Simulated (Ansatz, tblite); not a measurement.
Removing and adding an electron: CaCl2 (the lowest singlet isomer of a short search). Total charge 0; singlet. Geometry: r2SCAN-D4/def2-TZVP. Ansatz, gas phase; energy differences of separate SCF runs; the oxidised species was run as a doublet alone; the reduced species was run as a doublet alone.

```xyz
3

Ca   -0.0011   -0.0482   -0.0427
Cl    1.5661    1.2622   -1.4155
Cl   -1.5650   -1.2141    1.4582
```

The xTB rows come from tblite. Correlated methods freeze 15 core orbitals; core or outer-core shells of Ca are correlated, in sets that lack core-valence functions. HOMO above LUMO, or a gap near zero within one spin, warns that the state may not be the lowest or that an electron is smeared out. The structure comes from a short search, and lower isomers may exist.

```json
{"level": "GFN1-xTB", "−HOMO (eV)": "12.02", "vertical IE (eV)": "14.21", "−LUMO (eV)": "8.67", "vertical EA (eV)": "5.97", "HOMO–LUMO gap (eV)": "3.35", "IE − EA (eV)": "8.24", "remarks": "–"}
{"level": "GFN2-xTB", "−HOMO (eV)": "11.37", "vertical IE (eV)": "14.23", "−LUMO (eV)": "9.02", "vertical EA (eV)": "6.03", "HOMO–LUMO gap (eV)": "2.35", "IE − EA (eV)": "8.19", "remarks": "–"}
{"level": "HF/def2-TZVPD", "−HOMO (eV)": "–", "vertical IE (eV)": "–", "−LUMO (eV)": "–", "vertical EA (eV)": "0.33", "HOMO–LUMO gap (eV)": "–", "IE − EA (eV)": "–", "remarks": "–"}
{"level": "HF/def2-TZVPP", "−HOMO (eV)": "–", "vertical IE (eV)": "9.88", "−LUMO (eV)": "–", "vertical EA (eV)": "–", "HOMO–LUMO gap (eV)": "–", "IE − EA (eV)": "–", "remarks": "–"}
{"level": "PBE-D4/def2-TZVP", "−HOMO (eV)": "6.97", "vertical IE (eV)": "9.89", "−LUMO (eV)": "2.88", "vertical EA (eV)": "–", "HOMO–LUMO gap (eV)": "4.09", "IE − EA (eV)": "–", "remarks": "gap within one spin near zero (+1 doublet)"}
{"level": "PBE-D4/def2-TZVPD", "−HOMO (eV)": "7.01", "vertical IE (eV)": "–", "−LUMO (eV)": "2.89", "vertical EA (eV)": "0.92", "HOMO–LUMO gap (eV)": "4.13", "IE − EA (eV)": "–", "remarks": "HOMO above zero (-1 doublet)"}
{"level": "r2SCAN-D4/def2-TZVP", "−HOMO (eV)": "7.30", "vertical IE (eV)": "10.10", "−LUMO (eV)": "2.30", "vertical EA (eV)": "–", "HOMO–LUMO gap (eV)": "5.00", "IE − EA (eV)": "–", "remarks": "–"}
{"level": "r2SCAN-D4/def2-TZVPD", "−HOMO (eV)": "7.31", "vertical IE (eV)": "–", "−LUMO (eV)": "2.25", "vertical EA (eV)": "0.84", "HOMO–LUMO gap (eV)": "5.06", "IE − EA (eV)": "–", "remarks": "HOMO above zero (-1 doublet)"}
{"level": "PBE0-D4/def2-TZVP", "−HOMO (eV)": "8.31", "vertical IE (eV)": "10.34", "−LUMO (eV)": "2.17", "vertical EA (eV)": "–", "HOMO–LUMO gap (eV)": "6.14", "IE − EA (eV)": "–", "remarks": "–"}
{"level": "PBE0-D4/def2-TZVPD", "−HOMO (eV)": "8.33", "vertical IE (eV)": "–", "−LUMO (eV)": "2.16", "vertical EA (eV)": "0.86", "HOMO–LUMO gap (eV)": "6.18", "IE − EA (eV)": "–", "remarks": "HOMO above zero (-1 doublet)"}
{"level": "MP2/def2-TZVPD", "−HOMO (eV)": "–", "vertical IE (eV)": "–", "−LUMO (eV)": "–", "vertical EA (eV)": "0.75", "HOMO–LUMO gap (eV)": "–", "IE − EA (eV)": "–", "remarks": "–"}
{"level": "MP2/def2-TZVPP", "−HOMO (eV)": "–", "vertical IE (eV)": "11.02", "−LUMO (eV)": "–", "vertical EA (eV)": "–", "HOMO–LUMO gap (eV)": "–", "IE − EA (eV)": "–", "remarks": "–"}
{"level": "CCSD/def2-TZVPD", "−HOMO (eV)": "–", "vertical IE (eV)": "–", "−LUMO (eV)": "–", "vertical EA (eV)": "0.73", "HOMO–LUMO gap (eV)": "–", "IE − EA (eV)": "–", "remarks": "–"}
{"level": "CCSD/def2-TZVPP", "−HOMO (eV)": "–", "vertical IE (eV)": "10.82", "−LUMO (eV)": "–", "vertical EA (eV)": "–", "HOMO–LUMO gap (eV)": "–", "IE − EA (eV)": "–", "remarks": "–"}
{"level": "CCSD(T)/def2-TZVPD", "−HOMO (eV)": "–", "vertical IE (eV)": "–", "−LUMO (eV)": "–", "vertical EA (eV)": "0.77", "HOMO–LUMO gap (eV)": "–", "IE − EA (eV)": "–", "remarks": "–"}
{"level": "CCSD(T)/def2-TZVPP", "−HOMO (eV)": "–", "vertical IE (eV)": "10.87", "−LUMO (eV)": "–", "vertical EA (eV)": "–", "HOMO–LUMO gap (eV)": "–", "IE − EA (eV)": "–", "remarks": "–"}
```

   A HOMO above zero means that the electron is unbound at that level or that self-interaction error raises the level; the energy of removing that electron tells which. Raw xTB energy differences between charge states are shifted by several eV; the methods need an empirical correction for them.
